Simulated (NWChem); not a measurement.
System: CH6BOP; SMILES COBP

Here is an NWChem input.

```
start job
memory heap 200 mb stack 900 mb global 1100 mb
geometry units angstroms noautoz
  B     -1.003726     0.002825    -0.085944
  H     -2.200452    -0.181693    -0.220296
  O     -0.595567     1.293705    -0.155389
  C      0.765440     1.690454    -0.053339
  H      1.428634     1.044257    -0.669254
  H      0.849860     2.734691    -0.411887
  H      1.110647     1.648656     1.001859
  P      0.198711    -1.511340     0.024820
  H     -0.654157    -2.321773     0.844788
  H      1.038593    -1.050609     1.097595
end
basis spherical
  * library def2-svp
end
dft
  xc xwpbe 0.80 cpbe96 1.0 hfexch 1.00
  cam 0.2 cam_alpha 0.2 cam_beta 0.8
  iterations 150
  mulliken
end
task dft energy
```

NWChem printed, in part:

```
             Northwest Computational Chemistry Package (NWChem) 7.3.0
             --------------------------------------------------------

 C1  symmetry detected

                             Geometry "geometry" -> ""
                             -------------------------

 Output coordinates in angstroms (scale by  1.889725989 to convert to a.u.)

  No.       Tag          Charge          X              Y              Z
 ---- ---------------- ---------- -------------- -------------- --------------
    1 B                    5.0000    -0.99151712     0.01499814     0.00406326
    2 H                    1.0000    -2.19642864    -0.16141769    -0.03221535
    3 O                    8.0000    -0.58462365     1.30783085    -0.02437684
    4 C                    6.0000     0.78207359     1.69808525    -0.02233431
    5 H                    1.0000     1.38351488     1.09038913    -0.73347559
    6 H                    1.0000     0.83914454     2.76206594    -0.32366856
    7 H                    1.0000     1.22103751     1.59283203     0.99284557
    8 P                   15.0000     0.20814721    -1.50275398    -0.08567548
    9 H                    1.0000    -0.57129020    -2.36139459     0.75797528
   10 H                    1.0000     1.14394699    -1.10731409     0.93237516

 Effective nuclear repulsion energy (a.u.)     149.1070279914

  pbe96 is a nonlocal functional; adding pw91lda local functional.

                                 NWChem DFT Module
                                 -----------------

 Summary of "ao basis" -> "ao basis" (spherical)
 ------------------------------------------------------------------------------
       Tag                 Description            Shells   Functions and Types
 ---------------- ------------------------------  ------  ---------------------
 B                          def2-svp                 6       14   3s2p1d
 H                          def2-svp                 3        5   2s1p
 O                          def2-svp                 6       14   3s2p1d
 C                          def2-svp                 6       14   3s2p1d
 P                          def2-svp                 8       18   4s3p1d

            General Information
            -------------------
          SCF calculation type: DFT
          Wavefunction type:  closed shell.
          No. of atoms     :    10
          No. of electrons :    40
           Alpha electrons :    20
            Beta electrons :    20
          Charge           :     0
          Spin multiplicity:     1
          Use of symmetry is: off; symmetry adaption is: off
          Maximum number of iterations: 150
          AO basis - number of functions:    90
                     number of shells:    44
          Convergence on energy requested:  1.00D-06
          Convergence on density requested:  1.00D-05
          Convergence on gradient requested:  5.00D-04

              XC Information
              --------------
                     Hartree-Fock (Exact) Exchange  1.000
                     LC-wPBE(h)Exchange Functional  0.800
            Perdew 1991 LDA Correlation Functional  1.000 local
           PerdewBurkeErnz. Correlation Functional  1.000 non-local

           Range-Separation Parameters
           ---------------------------
           Alpha           :  0.20
           Beta            :  0.80
           Gamma           :  0.20
           Short-Range HF  :     F

             Grid Information
             ----------------
          Grid used for XC integration:  medium
          Radial quadrature: Mura-Knowles
          Angular quadrature: Lebedev.
          Tag              B.-S. Rad. Rad. Pts. Rad. Cut. Ang. Pts.
          ---              ---------- --------- --------- ---------
          B                   0.85       49          10.0       434
          H                   0.35       45          13.0       434
          O                   0.60       49          10.0       434
          C                   0.70       49          11.0       434
          P                   1.00       88          11.0       590
          Grid pruning is: on
          Number of quadrature shells:   505
          Spatial weights used:  Erf1

      Superposition of Atomic Density Guess
      -------------------------------------

 Sum of atomic energies:        -480.35329344

      Non-variational initial energy
      ------------------------------

 Total energy =    -482.100414
 1-e energy   =    -956.111161
 2-e energy   =     324.903719
 HOMO         =      -0.279747
 LUMO         =       0.018294

     ---------------------------------------------
      Total Density - Mulliken Population Analysis
     ---------------------------------------------

    Atom       Charge   Shell Charges
 -----------   ------   -------------------------------------------------------
    1 B    5     4.69   1.99  0.89  0.20  1.19  0.32  0.09
    2 H    1     1.06   0.72  0.33  0.01
    3 O    8     8.55   1.99  1.10  0.62  3.03  1.80  0.01
    4 C    6     5.88   1.99  0.92  0.23  1.82  0.88  0.04
    5 H    1     0.92   0.68  0.21  0.02
    6 H    1     0.92   0.69  0.21  0.02
    7 H    1     0.92   0.68  0.21  0.02
    8 P   15    15.20   2.00  1.99  1.16  0.55  5.94  1.44  2.06  0.06
    9 H    1     0.94   0.63  0.28  0.02
   10 H    1     0.93   0.63  0.29  0.02

   convergence    iter        energy       DeltaE   RMS-Dens  Diis-err
 ---------------- ----- ----------------- --------- --------- ---------
 d= 0,ls=0.0,diis     1   -482.6248243160 -6.32D+02  8.19D-03  4.56D-01
 d= 0,ls=0.0,diis     2   -482.6501748656 -2.54D-02  3.81D-03  3.78D-01
 d= 0,ls=0.0,diis     3   -482.6831747558 -3.30D-02  9.89D-04  1.98D-02
 d= 0,ls=0.0,diis     4   -482.6851222378 -1.95D-03  3.17D-04  1.13D-03
 d= 0,ls=0.0,diis     5   -482.6852738716 -1.52D-04  9.98D-05  4.99D-05
  Resetting Diis
 d= 0,ls=0.0,diis     6   -482.6852848951 -1.10D-05  3.52D-05  4.41D-06
 d= 0,ls=0.0,diis     7   -482.6852858349 -9.40D-07  1.13D-05  3.54D-07
 d= 0,ls=0.0,diis     8   -482.6852859011 -6.62D-08  3.65D-06  1.97D-07

         Total DFT energy =     -482.685285901107
      One electron energy =     -959.381058452344
           Coulomb energy =      370.812980093919
    Exchange-Corr. energy =      -43.224235534044
 Nuclear repulsion energy =      149.107027991363

 Numeric. integr. density =       40.000023129737

                       DFT Final Molecular Orbital Analysis
                       ------------------------------------

 Vector   18  Occ=2.000000D+00  E=-4.181237D-01
              MO Center= -3.7D-02,  1.1D+00,  6.9D-02, r^2= 2.3D+00
   Bfn.  Coefficient  Atom+Function         Bfn.  Coefficient  Atom+Function
  ----- ------------  ---------------      ----- ------------  ---------------
    25      0.454916   3 O  pz               28      0.326294   3 O  pz
    58     -0.261764   7 H  s                39     -0.254917   4 C  pz
     6     -0.203659   1 B  pz               48      0.156146   5 H  s
    59     -0.137513   7 H  s                 9      0.106852   1 B  pz
    53      0.092911   6 H  s                42     -0.089865   4 C  pz

 Vector   19  Occ=2.000000D+00  E=-3.870011D-01
              MO Center= -3.3D-01, -2.6D-01, -4.1D-02, r^2= 3.5D+00
   Bfn.  Coefficient  Atom+Function         Bfn.  Coefficient  Atom+Function
  ----- ------------  ---------------      ----- ------------  ---------------
    66      0.243956   8 P  s                75     -0.242630   8 P  pz
    72     -0.217250   8 P  pz               65      0.209091   8 P  s
    23     -0.205452   3 O  px               24      0.205065   3 O  py
    15     -0.194959   2 H  s                86     -0.185458  10 H  s
     4     -0.180947   1 B  px               25      0.168860   3 O  pz

 Vector   20  Occ=2.000000D+00  E=-3.315204D-01
              MO Center=  7.6D-03, -1.1D+00, -1.9D-01, r^2= 2.9D+00
   Bfn.  Coefficient  Atom+Function         Bfn.  Coefficient  Atom+Function
  ----- ------------  ---------------      ----- ------------  ---------------
    75      0.337008   8 P  pz               74      0.247666   8 P  py
    72      0.239455   8 P  pz               66     -0.229488   8 P  s
    73     -0.230388   8 P  px               65     -0.204300   8 P  s
    71      0.192281   8 P  py                4     -0.182665   1 B  px
    70     -0.176336   8 P  px                5      0.154931   1 B  py

 Vector   21  Occ=0.000000D+00  E= 4.706903D-02
              MO Center= -6.7D-01, -1.9D-01,  7.5D-02, r^2= 3.2D+00
   Bfn.  Coefficient  Atom+Function         Bfn.  Coefficient  Atom+Function
  ----- ------------  ---------------      ----- ------------  ---------------
     9      0.593786   1 B  pz                6     -0.487800   1 B  pz
    66      0.470050   8 P  s                87     -0.397153  10 H  s
    28     -0.277341   3 O  pz               82     -0.263247   9 H  s
    25     -0.257264   3 O  pz               49     -0.198183   5 H  s
    73      0.165634   8 P  px               59      0.159534   7 H  s

 Vector   22  Occ=0.000000D+00  E= 9.558672D-02
              MO Center=  1.3D-01, -1.1D+00,  4.6D-02, r^2= 4.5D+00
   Bfn.  Coefficient  Atom+Function         Bfn.  Coefficient  Atom+Function
  ----- ------------  ---------------      ----- ------------  ---------------
    82      0.936582   9 H  s                73      0.637637   8 P  px
    74      0.623414   8 P  py               87     -0.577009  10 H  s
    36     -0.572566   4 C  s                49      0.571117   5 H  s
    16      0.268112   2 H  s                22     -0.264331   3 O  s
    54      0.263416   6 H  s                 8      0.251319   1 B  py

 Vector   23  Occ=0.000000D+00  E= 1.134812D-01
              MO Center=  7.2D-01, -2.0D-01,  7.3D-01, r^2= 5.7D+00
   Bfn.  Coefficient  Atom+Function         Bfn.  Coefficient  Atom+Function
  ----- ------------  ---------------      ----- ------------  ---------------
    36      1.362637   4 C  s                66      1.143489   8 P  s
    87     -1.038993  10 H  s                59     -0.921946   7 H  s
    75      0.783379   8 P  pz                3     -0.665605   1 B  s
    82     -0.486992   9 H  s                49     -0.475530   5 H  s
    54     -0.472882   6 H  s                40      0.253648   4 C  px

     ---------------------------------------------
      Total Density - Mulliken Population Analysis
     ---------------------------------------------

    Atom       Charge   Shell Charges
 -----------   ------   -------------------------------------------------------
    1 B    5     4.94   1.99  0.82  0.15  1.53  0.35  0.10
    2 H    1     1.01   0.73  0.27  0.01
    3 O    8     8.23   1.99  1.08  0.63  2.89  1.64  0.01
    4 C    6     5.92   1.99  0.90  0.18  2.05  0.76  0.05
    5 H    1     0.94   0.74  0.18  0.02
    6 H    1     0.94   0.74  0.17  0.02
    7 H    1     0.94   0.74  0.18  0.02
    8 P   15    15.11   2.00  1.98  1.17  0.54  5.92  1.53  1.88  0.09
    9 H    1     0.98   0.71  0.25  0.02
   10 H    1     0.99   0.71  0.27  0.02

     -------------------------------------------
      Total Density - Lowdin Population Analysis
     -------------------------------------------

    Atom       Charge   Shell Charges
 -----------   ------   -------------------------------------------------------
    1 B    5     5.23   1.96  0.56  0.30  1.41  0.74  0.25
    2 H    1     1.04   0.64  0.37  0.03
    3 O    8     8.02   1.97  0.87  0.55  2.72  1.88  0.02
    4 C    6     5.93   1.96  0.58  0.31  1.82  1.14  0.12
    5 H    1     0.97   0.64  0.27  0.06
    6 H    1     0.97   0.64  0.26  0.06
    7 H    1     0.97   0.64  0.26  0.06
    8 P   15    14.81   2.00  1.94  0.85  0.54  5.81  1.57  1.98  0.12
    9 H    1     1.03   0.62  0.36  0.05
   10 H    1     1.04   0.62  0.37  0.05

     Multipole analysis of the density
     ---------------------------------

     L   x y z        total         alpha         beta         nuclear
     -   - - -        -----         -----         ----         -------
     0   0 0 0     -0.000000    -20.000000    -20.000000     40.000000

     1   1 0 0      0.550602      0.275301      0.275301     -0.000000
     1   0 1 0      0.341090      0.170545      0.170545      0.000000
     1   0 0 1      0.317173      0.158587      0.158587     -0.000000

     2   2 0 0    -25.135201    -52.809957    -52.809957     80.484714
     2   1 1 0      2.984135     -4.388252     -4.388252     11.760639
     2   1 0 1      0.463040     -0.396652     -0.396652      1.256344
     2   0 2 0    -24.787792   -160.669765   -160.669765    296.551738
     2   0 1 1     -1.349314      1.968823      1.968823     -5.286960
     2   0 0 2    -24.724404    -18.060392    -18.060392     11.396379
```

Level: LRC-wPBEh/def2-SVP. All runs use the structure optimised with PBE-D3(BJ)/def2-SVP.
